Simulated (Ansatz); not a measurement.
The cluster HfO3⁻. Charge -1, multiplicity 2. Geometry r2SCAN-D4/def2-TZVPD.

```xyz
4

Hf    0.4838   -0.2657   -0.6176
O    -0.0120    1.2086   -1.5411
O    -0.8175   -0.8503    0.7867
O     0.3457   -0.0926    1.3719
```

In the def2 sets Hf takes a core potential; there is no spin–orbit coupling. LC-ωPBE has ω = 0.4 bohr⁻¹. HSE06 is defined as in plane-wave codes, on full-range PBE exchange. The structure holds 1 bond(s) between oxygen atoms. At PBE-D4/def2-TZVPD, r2SCAN-D4/def2-TZVPD the highest occupied level of the charge -1 doublet lies above zero (up to 0.33 eV). It is a level of α spin, whose loss leaves a singlet; that state wasn't run at this geometry and level. The electron is either unbound and held by the finite basis, or the level is raised by self-interaction error. No other spin state of charge -1 was run. Another isomer (doublet) lies 0.98 eV lower at PBE0-D4/def2-TZVPD; other spin states weren't run for this one.

Q: Estimate the α-spin orbital energies around the gap (eV) in Ansatz with PBE-D4/def2-TZVPD, r2SCAN-D4/def2-TZVPD, PBE0-D4/def2-TZVPD, HSE06-D4/def2-TZVPD, LC-ωPBE/def2-TZVPD.

A: 
```json
{"orbital": "HOMO−9", "PBE-D4/def2-TZVPD": "-14.83", "r2SCAN-D4/def2-TZVPD": "-15.96", "PBE0-D4/def2-TZVPD": "-17.54", "HSE06-D4/def2-TZVPD": "-17.12", "LC-ωPBE/def2-TZVPD": "-20.20"}
{"orbital": "HOMO−8", "PBE-D4/def2-TZVPD": "-5.65", "r2SCAN-D4/def2-TZVPD": "-5.87", "PBE0-D4/def2-TZVPD": "-6.86", "HSE06-D4/def2-TZVPD": "-6.46", "LC-ωPBE/def2-TZVPD": "-9.62"}
{"orbital": "HOMO−7", "PBE-D4/def2-TZVPD": "-4.57", "r2SCAN-D4/def2-TZVPD": "-4.92", "PBE0-D4/def2-TZVPD": "-6.31", "HSE06-D4/def2-TZVPD": "-5.89", "LC-ωPBE/def2-TZVPD": "-9.24"}
{"orbital": "HOMO−6", "PBE-D4/def2-TZVPD": "-4.35", "r2SCAN-D4/def2-TZVPD": "-4.71", "PBE0-D4/def2-TZVPD": "-6.10", "HSE06-D4/def2-TZVPD": "-5.69", "LC-ωPBE/def2-TZVPD": "-9.07"}
{"orbital": "HOMO−5", "PBE-D4/def2-TZVPD": "-2.26", "r2SCAN-D4/def2-TZVPD": "-2.52", "PBE0-D4/def2-TZVPD": "-3.75", "HSE06-D4/def2-TZVPD": "-3.34", "LC-ωPBE/def2-TZVPD": "-6.58"}
{"orbital": "HOMO−4", "PBE-D4/def2-TZVPD": "-1.99", "r2SCAN-D4/def2-TZVPD": "-2.24", "PBE0-D4/def2-TZVPD": "-3.44", "HSE06-D4/def2-TZVPD": "-3.04", "LC-ωPBE/def2-TZVPD": "-6.15"}
{"orbital": "HOMO−3", "PBE-D4/def2-TZVPD": "-1.69", "r2SCAN-D4/def2-TZVPD": "-1.94", "PBE0-D4/def2-TZVPD": "-3.12", "HSE06-D4/def2-TZVPD": "-2.71", "LC-ωPBE/def2-TZVPD": "-5.88"}
{"orbital": "HOMO−2", "PBE-D4/def2-TZVPD": "-1.55", "r2SCAN-D4/def2-TZVPD": "-1.81", "PBE0-D4/def2-TZVPD": "-3.03", "HSE06-D4/def2-TZVPD": "-2.62", "LC-ωPBE/def2-TZVPD": "-5.80"}
{"orbital": "HOMO−1", "PBE-D4/def2-TZVPD": "-0.47", "r2SCAN-D4/def2-TZVPD": "-0.71", "PBE0-D4/def2-TZVPD": "-1.96", "HSE06-D4/def2-TZVPD": "-1.55", "LC-ωPBE/def2-TZVPD": "-4.72"}
{"orbital": "HOMO", "PBE-D4/def2-TZVPD": "0.33", "r2SCAN-D4/def2-TZVPD": "0.15", "PBE0-D4/def2-TZVPD": "-0.48", "HSE06-D4/def2-TZVPD": "-0.10", "LC-ωPBE/def2-TZVPD": "-2.68"}
{"orbital": "LUMO", "PBE-D4/def2-TZVPD": "1.91", "r2SCAN-D4/def2-TZVPD": "1.92", "PBE0-D4/def2-TZVPD": "2.44", "HSE06-D4/def2-TZVPD": "2.11", "LC-ωPBE/def2-TZVPD": "3.83"}
{"orbital": "LUMO+1", "PBE-D4/def2-TZVPD": "2.20", "r2SCAN-D4/def2-TZVPD": "2.40", "PBE0-D4/def2-TZVPD": "3.01", "HSE06-D4/def2-TZVPD": "2.65", "LC-ωPBE/def2-TZVPD": "4.66"}
{"orbital": "LUMO+2", "PBE-D4/def2-TZVPD": "3.10", "r2SCAN-D4/def2-TZVPD": "3.32", "PBE0-D4/def2-TZVPD": "3.53", "HSE06-D4/def2-TZVPD": "3.23", "LC-ωPBE/def2-TZVPD": "4.82"}
{"orbital": "LUMO+3", "PBE-D4/def2-TZVPD": "3.43", "r2SCAN-D4/def2-TZVPD": "3.82", "PBE0-D4/def2-TZVPD": "4.09", "HSE06-D4/def2-TZVPD": "3.77", "LC-ωPBE/def2-TZVPD": "5.42"}
{"orbital": "LUMO+4", "PBE-D4/def2-TZVPD": "3.62", "r2SCAN-D4/def2-TZVPD": "3.91", "PBE0-D4/def2-TZVPD": "4.25", "HSE06-D4/def2-TZVPD": "3.93", "LC-ωPBE/def2-TZVPD": "5.81"}
{"orbital": "LUMO+5", "PBE-D4/def2-TZVPD": "3.79", "r2SCAN-D4/def2-TZVPD": "4.29", "PBE0-D4/def2-TZVPD": "4.36", "HSE06-D4/def2-TZVPD": "4.08", "LC-ωPBE/def2-TZVPD": "5.89"}
{"orbital": "β HOMO", "PBE-D4/def2-TZVPD": "-0.47", "r2SCAN-D4/def2-TZVPD": "-0.74", "PBE0-D4/def2-TZVPD": "-1.99", "HSE06-D4/def2-TZVPD": "-1.58", "LC-ωPBE/def2-TZVPD": "-4.76"}
{"orbital": "β LUMO", "PBE-D4/def2-TZVPD": "1.34", "r2SCAN-D4/def2-TZVPD": "1.53", "PBE0-D4/def2-TZVPD": "2.01", "HSE06-D4/def2-TZVPD": "1.67", "LC-ωPBE/def2-TZVPD": "3.64"}
```
